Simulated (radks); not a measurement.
The lutetium ion Lu2+ inside a hard spherical wall (all orbitals vanish at R), configuration held at [Xe] 4f14 6s1 and not refilled when levels cross. Calculated with a radial shooting solver on a logarithmic mesh with Libxc functionals: scalar-relativistic Kohn-Sham, PBEsol, spin-polarised, spherical densities, point nucleus; open shells are filled with parallel spins first (spin-orbit coupling, left out, can overturn this in heavy ions). Eigenvalues in eV for spin up, with the zero of energy where the potential of the charges vanishes at infinity; a dash marks a level that is unbound or too diffuse for the functional's potential to be trusted. A positive occupied level is held by the wall or, in an anion where self-interaction has pushed it up, behind a barrier. The pressure on the wall is -dE/dV.

| R (bohr) | E (hartree) | kinetic (hartree) | e(5s) | e(5p) | e(4f) | e(6s) | e(5d, empty) | e(6p, empty) | pressure (GPa) |
|---|---|---|---|---|---|---|---|---|---|
| free | -14558.1737 | 15908.648 | -78.482 | -48.891 | -26.950 | -18.060 | -17.104 | -12.602 | 0 |
| 20 | -14558.1737 | 15908.648 | -78.482 | -48.891 | -26.950 | -18.060 | -17.104 | -12.602 | < 0.0001 |
| 12 | -14558.1737 | 15908.648 | -78.482 | -48.891 | -26.950 | -18.060 | -17.104 | -12.602 | < 0.0001 |
| 10 | -14558.1737 | 15908.648 | -78.482 | -48.890 | -26.950 | -18.059 | -17.104 | -12.596 | 0.000415 |
| 6 | -14558.1634 | 15908.739 | -78.218 | -48.639 | -26.684 | -17.656 | -16.857 | -11.464 | 1.04 |
| 4 | -14557.9672 | 15909.761 | -76.445 | -46.977 | -24.789 | -11.828 | -14.341 | -1.381 | 46.3 |
| 3.5 | -14557.7157 | 15910.957 | -74.987 | -45.557 | -23.103 | -5.490 | -11.807 | 7.904 | 146 |
| 2.5 | -14555.1211 | 15922.665 | -64.750 | -34.145 | -10.756 | 40.836 | 6.666 | 66.448 | 2490 |
| 2 | -14548.2907 | 15950.055 | -44.689 | -9.888 | 10.921 | 125.13 | 41.226 | 162.99 | 14700 |
| 1.5 | -14518.6361 | 16054.312 | 28.774 | 78.158 | 70.709 | 380.95 | 153.05 | 439.93 | 126000 |
